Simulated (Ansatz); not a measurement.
Species: CAuClO, charge 0, multiplicity 1. 
Structure (B3LYP-D3(BJ)/def2-TZVP (Ansatz, an electronic-structure program) minimum search):
SMILES: [O+]#[C-]->[Au][Cl]
```xyz
4

Au     0.0000     0.0000    -0.0230
Cl     0.0000     0.0000     2.2276
O      0.0000     0.0000    -3.0591
C      0.0000     0.0000    -1.9301
```
Charge 0, spin multiplicity 1.

Total electronic energies in hartree. Valence correlation only, unless marked. Spin-orbit coupling is left out. Frozen are the shells of the preceding noble gas and the d and f shells that filled before the atom's block. In def2 rows, elements after Kr have scalar-relativistic effective core potentials. CBS marks a two-point X^-3 extrapolation of the correlation energy; Hartree-Fock from the larger set. The bracket is a focal-point correction in the basis named.

```csv
level,program,energy (Eh)
BHLYP-D3(BJ)/def2-TZVPD,Ansatz + dftd3,-709.20339
HSE06-D4/def2-TZVPD,Ansatz + dftd4,-709.10994
MP2/def2-TZVPPD,Ansatz,-708.13415
RI-MP2/def2-TZVPP,Ansatz,-708.12527
RI-MP2/def2-QZVPP,Ansatz,-708.21982
CCSD/def2-SVPD,Ansatz,-707.59929
CCSD(T)/def2-TZVPPD,Ansatz,-708.14940
"RI-MP2/CBS(def2-TZVPPD,def2-QZVPPD)+[CCSD(T)-MP2]/def2-SVPD",Ansatz,-708.2873
"RI-MP2/CBS(def2-TZVPPD,def2-QZVPPD)+[CCSD(T)-MP2]/def2-TZVPPD",Ansatz,-708.2866
```

Totals of different functionals don't rank their quality; only differences between species are comparable.
